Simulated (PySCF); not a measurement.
Species: C7H10.
SMILES: `C=C(/C=C/C)C=C`

Torsions of this conformer, `[CH2:1]=[CH:2][C:3](=[CH2:4])/[CH:5]=[CH:6]/[CH3:7]`: C1–C2–C3–C4 -156°, C2–C3–C5–C6 24°.

The closed-shell ground state was solved at several levels (PySCF, density fitting, gas phase, non-relativistic). Geometry: PBE0-D3(BJ)/def2-SVP, one conformer, isolated molecule.

```
             level  basis functions  total energy (Eh)  HOMO (eV)  LUMO (eV)  gap (eV)  dipole (D)
 wB97X-D/def2-SVPD              220          -272.4195      -8.06       0.74      8.80        0.55
       B3LYP/pcJ-1              289          -272.7276      -6.10      -1.12      4.98        0.54
CAM-B3LYP/pcSseg-1              169          -272.5063      -7.50       0.17      7.67        0.54
```

Task: Estimate the row for PBE0/pcSseg-1, a basis of 169 functions; the other rows only guide the guess.

Result: Total energy -272.3284 Eh, HOMO -6.32 eV, LUMO -0.95 eV, gap 5.37 eV, dipole 0.57 D.

Task: Over all these levels, which gives the widest orbital gap and which the narrowest?

Result: wB97X-D/def2-SVPD (range-separated hybrid) has the widest, 8.80 eV, and B3LYP/pcJ-1 (global hybrid, 20 % exact exchange) the narrowest, 4.98 eV. Functional and basis both differ between the two, so the spread mixes both effects.

Task: How far do the dipole and the HOMO energy spread over the levels?

Result: The dipole runs from 0.54 to 0.57 D (mean 0.55 D) and the HOMO from -8.06 to -6.10 eV.

Note: wB97X-D ran without an empirical dispersion term, which enters the total energy and its gradient alone.
